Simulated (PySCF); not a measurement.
Constitutional and geometric isomers with formula H5NSi2. Gas-phase values, no solvent. Strings in code marks are SMILES.

The vertical ionisation energy (Delta-SCF) from two functionals at the same geometries (PBE0-D3(BJ)/def2-TZVP), both in PySCF: PBE-D3(BJ)/def2-TZVP and PBE0-D3(BJ)/def2-TZVP. Delta-SCF ions had no search for a lower state. 

| species | PBE-D3(BJ)/def2-TZVP (eV) | PBE0-D3(BJ)/def2-TZVP (eV) |
|---|---|---|
| `[H]/N=[SiH]\[SiH3]` | 9.12 | 9.14 |
| `N[SiH]=[SiH2]` | 7.62 | 7.58 |
| `[SiH3]N=[SiH2]` | 9.13 | 9.24 |

Over these rows, drawn at random from the members with no instability flagged (it was tested for open shells, ions and some series alone), PBE minus PBE0-D3(BJ): mean -0.03 eV, from -0.12 eV to +0.04 eV.
